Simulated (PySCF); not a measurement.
Compound: H₇NPSi₂ (charge -1).
SMILES with atom numbers: `[SiH3:1][N-:2][SiH2:3][PH2:4]` (hydrogens: H5, H6, H7 on Si1; H8, H9 on Si3; H10, H11 on P4)

Cartesian coordinates in Å at the PBE0-D3(BJ)/def2-SVP level; atoms count from 1:
```xyz
11
H7NPSi2 angstrom
Si    -1.8724   -0.4502    0.0666
N     -0.6975    0.6016    0.5775
Si     0.8136    1.1530    0.2344
P      2.4933   -0.3510   -0.3437
H     -2.7099   -0.0285   -1.1397
H     -1.4323   -1.8579   -0.3298
H     -2.9423   -0.7223    1.1120
H      1.5000    1.8651    1.3843
H      0.9807    2.1326   -0.9221
H      2.1616   -1.3068    0.6700
H      1.7139   -1.0313   -1.3343
```

Computed at PBE0/pcSseg-1 (PySCF, non-relativistic), with Q(14N) = 0.02044 b: N2, 14N (I = 1): χzz = 2.047 MHz, η = 0.325.

Question: Where would the pure quadrupole (NQR) lines of 14N at N2 fall for the rigid, isolated species?

Answer: From ν± = (3/4)|χ|(1 ± η/3) and ν0 = |χ|η/2: ν+ 1.702 MHz, ν− 1.369 MHz, ν0 0.333 MHz (nitrogen bonded to 2 Si).

In a crystal, neighbours and librations shift these lines. The pcSseg-1 basis has no diffuse functions, a weakness for an anion. The basis is small and wasn't made for field gradients, so the couplings can be 20 % off.

The run behind these numbers computed NMR shieldings as well. The run took 8.4 s on one thread, Arm Neoverse V1, shared host.

One conformer stands for the species.
